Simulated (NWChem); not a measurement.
Everything below was run with NWChem. System: C$_{2}$H$_{5}$Al, charge 0, spin multiplicity 1, at a geometry optimised with PBE/def2-SVP. The structure started from a generated list of species. Level: PBE/def2-TZVPP.

Input file:

```
start mol
memory heap 200 mb stack 900 mb global 1100 mb
geometry units angstroms nocenter noautoz
  Al    -1.177174     0.190249     0.000000
  H     -1.250897     1.791920     0.000000
  H     -2.509139    -0.699852     0.000000
  C      0.601721    -0.621845     0.000000
  C      1.715572     0.149905     0.000000
  H      0.759598    -1.718475     0.000000
  H      2.739582    -0.270012     0.000000
  H      1.660358     1.254820     0.000000
  symmetry group Cs
end
basis spherical
  * library def2-tzvpp
end
dft
  xc xpbe96 cpbe96
  semidirect memsize 60000000 filesize 0
  iterations 100
end
task dft energy
```

Part of the output:

```
             Northwest Computational Chemistry Package (NWChem) 7.3.0
             --------------------------------------------------------

                                NWChem Input Module
                                -------------------

 Scaling coordinates for geometry "geometry" by  1.889725989
 (inverse scale =  0.529177249)

 Turning off AUTOSYM since
 SYMMETRY directive was detected!

                             Geometry "geometry" -> ""
                             -------------------------

 Output coordinates in angstroms (scale by  1.889725989 to convert to a.u.)

  No.       Tag          Charge          X              Y              Z
 ---- ---------------- ---------- -------------- -------------- --------------
    1 Al                  13.0000    -1.17717400     0.19024900     0.00000000
    2 H                    1.0000    -1.25089700     1.79192000     0.00000000
    3 H                    1.0000    -2.50913900    -0.69985200     0.00000000
    4 C                    6.0000     0.60172100    -0.62184500     0.00000000
    5 C                    6.0000     1.71557200     0.14990500     0.00000000
    6 H                    1.0000     0.75959800    -1.71847500     0.00000000
    7 H                    1.0000     2.73958200    -0.27001200     0.00000000
    8 H                    1.0000     1.66035800     1.25482000     0.00000000

 Effective nuclear repulsion energy (a.u.)      83.0118412774

            Nuclear Dipole moment (a.u.)
            ----------------------------
        X                 Y               Z
 ---------------- ---------------- ----------------
    -0.0000037795    -0.0000037795     0.0000000000

      Symmetry information
      --------------------

 Group name             Cs
 Group number              2
 Group order               2
 No. of unique centers     8

      Symmetry unique atoms

     1    2    3    4    5    6    7    8


 Summary of "ao basis" -> "" (spherical)
 ------------------------------------------------------------------------------
       Tag                 Description            Shells   Functions and Types
 ---------------- ------------------------------  ------  ---------------------
 *                         def2-tzvpp                 on all atoms

  pbe96 is a nonlocal functional; adding pw91lda local functional.

                                 NWChem DFT Module
                                 -----------------

 Summary of "ao basis" -> "ao basis" (spherical)
 ------------------------------------------------------------------------------
       Tag                 Description            Shells   Functions and Types
 ---------------- ------------------------------  ------  ---------------------
 Al                        def2-tzvpp               14       42   5s5p3d1f
 H                         def2-tzvpp                6       14   3s2p1d
 C                         def2-tzvpp               11       31   5s3p2d1f

 Summary of "ao basis" -> "ao basis" (spherical)
 ------------------------------------------------------------------------------
       Tag                 Description            Shells   Functions and Types
 ---------------- ------------------------------  ------  ---------------------
 Al                        def2-tzvpp               14       42   5s5p3d1f
 H                         def2-tzvpp                6       14   3s2p1d
 C                         def2-tzvpp               11       31   5s3p2d1f

      Symmetry analysis of basis
      --------------------------

        a'        120
        a"         54

            General Information
            -------------------
          SCF calculation type: DFT
          Wavefunction type:  closed shell.
          No. of atoms     :     8
          No. of electrons :    30
           Alpha electrons :    15
            Beta electrons :    15
          Charge           :     0
          Spin multiplicity:     1
          Use of symmetry is: on ; symmetry adaption is: on
          Maximum number of iterations: 100
          AO basis - number of functions:   174
                     number of shells:    66
          Convergence on energy requested:  1.00D-06
          Convergence on density requested:  1.00D-05
          Convergence on gradient requested:  5.00D-04

              XC Information
              --------------
          PerdewBurkeErnzerhof Exchange Functional  1.000
            Perdew 1991 LDA Correlation Functional  1.000 local
           PerdewBurkeErnz. Correlation Functional  1.000 non-local

             Grid Information
             ----------------
          Grid used for XC integration:  medium
          Radial quadrature: Mura-Knowles
          Angular quadrature: Lebedev.
          Tag              B.-S. Rad. Rad. Pts. Rad. Cut. Ang. Pts.
          ---              ---------- --------- --------- ---------
          Al                  1.25       88          11.0       590
          H                   0.35       45          13.0       434
          C                   0.70       49          12.0       434
          Grid pruning is: on
          Number of quadrature shells:   411
          Spatial weights used:  Erf1

          Convergence Information
          -----------------------
          Convergence aids based upon iterative change in
          total energy or number of iterations.
          Levelshifting, if invoked, occurs when the
          HOMO/LUMO gap drops below (HL_TOL):  1.00D-02
          DIIS, if invoked, will attempt to extrapolate
          using up to (NFOCK): 10 stored Fock matrices.

                    Damping( 0%)  Levelshifting(0.5)       DIIS
                  --------------- ------------------- ---------------
          dE  on:    start            ASAP                start
          dE off:    2 iters        100 iters           100 iters

      Screening Tolerance Information
      -------------------------------
          Density screening/tol_rho:  1.00D-10
          AO Gaussian exp screening on grid/accAOfunc:  14
          CD Gaussian exp screening on grid/accCDfunc:  20
          XC Gaussian exp screening on grid/accXCfunc:  20
          Schwarz screening/accCoul:  1.00D-08

      Superposition of Atomic Density Guess
      -------------------------------------

 Sum of atomic energies:        -319.71652628

      Non-variational initial energy
      ------------------------------

 Total energy =    -320.882379
 1-e energy   =    -604.321239
 2-e energy   =     200.427019
 HOMO         =      -0.352243
 LUMO         =      -0.325787

      Symmetry analysis of molecular orbitals - initial
      -------------------------------------------------

  Numbering of irreducible representations:

     1 a'          2 a"

  Orbital symmetries:

     1 a'          2 a'          3 a'          4 a'          5 a'
     6 a'          7 a"          8 a'          9 a'         10 a'
    11 a'         12 a'         13 a'         14 a'         15 a"
    16 a'         17 a'         18 a"         19 a"         20 a'
    21 a'         22 a'         23 a'         24 a'         25 a'

------------------------------------------------------------
EAF file 0: "./mol.aoints.0" size=524288 bytes
------------------------------------------------------------
               write      read    awrite     aread      wait
               -----      ----    ------     -----      ----
     calls:        1         0         0         0         0
   data(b): 5.24e+05  0.00e+00  0.00e+00  0.00e+00
   time(s): 0.00e+00  0.00e+00  0.00e+00  0.00e+00  0.00e+00
rate(mb/s): 0.00e+00  0.00e+00
------------------------------------------------------------

 Grid integrated density:      29.999960100462
 Requested integration accuracy:   0.10E-05

   convergence    iter        energy       DeltaE   RMS-Dens  Diis-err    time
 ---------------- ----- ----------------- --------- --------- ---------  ------
 d= 0,ls=0.0,diis     1   -317.1933045524 -4.00D+02  2.79D+01  1.45D+01    16.5
 d= 0,ls=0.0,diis     2   -321.0380512294 -3.84D+00  1.37D-02  2.54D+00    19.5
 d= 0,ls=0.0,diis     3   -320.6459902721  3.92D-01  1.18D-02  4.15D+00    22.6
 d= 0,ls=0.0,diis     4   -321.3393654991 -6.93D-01  1.95D-03  2.94D-01    25.6
 d= 0,ls=0.0,diis     5   -321.3673985784 -2.80D-02  9.52D-04  1.11D-01    28.7
  Resetting Diis
 d= 0,ls=0.0,diis     6   -321.3829565538 -1.56D-02  1.96D-04  1.84D-03    31.5
 d= 0,ls=0.0,diis     7   -321.3831828798 -2.26D-04  8.78D-05  1.11D-04    34.4
 d= 0,ls=0.0,diis     8   -321.3831653344  1.75D-05  5.47D-05  2.33D-04    37.3
 d= 0,ls=0.0,diis     9   -321.3831938107 -2.85D-05  1.35D-05  2.02D-05    40.4
 d= 0,ls=0.0,diis    10   -321.3831964638 -2.65D-06  3.22D-06  1.35D-06    43.5
 d= 0,ls=0.0,diis    11   -321.3831966531 -1.89D-07  6.06D-07  2.49D-08    46.6

         Total DFT energy =     -321.383196653096
      One electron energy =     -607.269674395703
           Coulomb energy =      233.898626174377
    Exchange-Corr. energy =      -31.023989709181
 Nuclear repulsion energy =       83.011841277411

 Numeric. integr. density =       29.999989120909

     Total iterative time =     44.8s

                  Occupations of the irreducible representations
                  ----------------------------------------------

                     irrep           alpha         beta
                     --------     --------     --------
                     a'               13.0         13.0
                     a"                2.0          2.0

                       DFT Final Molecular Orbital Analysis
                       ------------------------------------

 Vector   13  Occ=2.000000D+00  E=-2.602272D-01  Symmetry=a'
              MO Center= -1.7D+00,  5.3D-01, -1.6D-15, r^2= 2.8D+00
   Bfn.  Coefficient  Atom+Function         Bfn.  Coefficient  Atom+Function
  ----- ------------  ---------------      ----- ------------  ---------------
    16      0.260549  1 Al py                44      0.244426  2 H  s
    58     -0.227114  3 H  s                 45      0.186266  2 H  s
    59     -0.172122  3 H  s                 43      0.145808  2 H  s
    57     -0.135034  3 H  s                 15      0.110893  1 Al px
    19      0.107448  1 Al py                 7     -0.082904  1 Al py

 Vector   14  Occ=2.000000D+00  E=-2.573664D-01  Symmetry=a"
              MO Center=  1.1D+00, -2.2D-01, -2.2D-14, r^2= 1.7D+00
   Bfn.  Coefficient  Atom+Function         Bfn.  Coefficient  Atom+Function
  ----- ------------  ---------------      ----- ------------  ---------------
   109      0.287557  5 C  pz                78      0.283051  4 C  pz
    81      0.244067  4 C  pz               112      0.243023  5 C  pz
   115      0.151790  5 C  pz                84      0.140140  4 C  pz
    17      0.086685  1 Al pz                20      0.048250  1 Al pz
     8     -0.025037  1 Al pz

 Vector   15  Occ=2.000000D+00  E=-2.506158D-01  Symmetry=a'
              MO Center=  4.5D-02, -2.3D-01,  2.1D-14, r^2= 3.6D+00
   Bfn.  Coefficient  Atom+Function         Bfn.  Coefficient  Atom+Function
  ----- ------------  ---------------      ----- ------------  ---------------
    76     -0.247585  4 C  px                15      0.245412  1 Al px
    79     -0.211512  4 C  px                77      0.141115  4 C  py
   148      0.135553  7 H  s                135     -0.132488  6 H  s
    58     -0.128889  3 H  s                 75      0.126550  4 C  s
   149      0.123074  7 H  s                107      0.120756  5 C  px

 Vector   16  Occ=0.000000D+00  E=-9.345768D-02  Symmetry=a"
              MO Center= -2.9D-01,  5.7D-02,  4.5D-15, r^2= 4.6D+00
   Bfn.  Coefficient  Atom+Function         Bfn.  Coefficient  Atom+Function
  ----- ------------  ---------------      ----- ------------  ---------------
    20      0.470823  1 Al pz                17      0.386469  1 Al pz
   115     -0.295116  5 C  pz               109     -0.239841  5 C  pz
   112     -0.205347  5 C  pz                84      0.154255  4 C  pz
    78      0.099822  4 C  pz                81      0.098595  4 C  pz
     8     -0.097005  1 Al pz                11     -0.081231  1 Al pz

 Vector   17  Occ=0.000000D+00  E=-2.722859D-02  Symmetry=a"
              MO Center=  1.1D-01,  5.1D-02,  5.5D-15, r^2= 4.9D+00
   Bfn.  Coefficient  Atom+Function         Bfn.  Coefficient  Atom+Function
  ----- ------------  ---------------      ----- ------------  ---------------
    84     -0.565166  4 C  pz                20      0.550706  1 Al pz
   115      0.452223  5 C  pz                78     -0.297583  4 C  pz
    81     -0.255516  4 C  pz                17      0.214589  1 Al pz
   109      0.211770  5 C  pz               112      0.179270  5 C  pz
    32      0.068494  1 Al d -1               8     -0.051521  1 Al pz

 Vector   18  Occ=0.000000D+00  E= 6.507807D-03  Symmetry=a'
              MO Center= -7.6D-01, -3.0D-02, -7.0D-15, r^2= 6.0D+00
   Bfn.  Coefficient  Atom+Function         Bfn.  Coefficient  Atom+Function
  ----- ------------  ---------------      ----- ------------  ---------------
     5      2.083171  1 Al s                 75     -1.660421  4 C  s
    18      1.103311  1 Al px                82      0.739683  4 C  px
    19     -0.490566  1 Al py               135      0.448238  6 H  s
   106     -0.418451  5 C  s                 45     -0.414028  2 H  s
    59     -0.313903  3 H  s                  4      0.218316  1 Al s

 center of mass
 --------------
 x =  -0.08581583 y =  -0.00569622 z =   0.00000000

 moments of inertia (a.u.)
 ------------------
          50.896224356963          28.229274640566           0.000000000000
          28.229274640566         342.046659043495           0.000000000000
           0.000000000000           0.000000000000         392.942883400458

     Multipole analysis of the density
     ---------------------------------

     L   x y z        total         alpha         beta         nuclear
     -   - - -        -----         -----         ----         -------
     0   0 0 0     -0.000000    -15.000000    -15.000000     30.000000

     1   1 0 0      0.334600      0.167302      0.167302     -0.000004
     1   0 1 0     -0.113400     -0.056698     -0.056698     -0.000004
     1   0 0 1     -0.000000     -0.000000     -0.000000      0.000000

     2   2 0 0    -21.367346   -111.647917   -111.647917    201.928488
     2   1 1 0     -0.062767      7.218873      7.218873    -14.500513
     2   1 0 1     -0.000000     -0.000000     -0.000000      0.000000
     2   0 2 0    -21.502016    -30.797023    -30.797023     40.092029
     2   0 1 1      0.000000      0.000000      0.000000      0.000000
     2   0 0 2    -19.229067     -9.614533     -9.614533      0.000000

 Task  times  cpu:       46.7s     wall:       46.7s

 Total times  cpu:       46.8s     wall:       46.8s
```
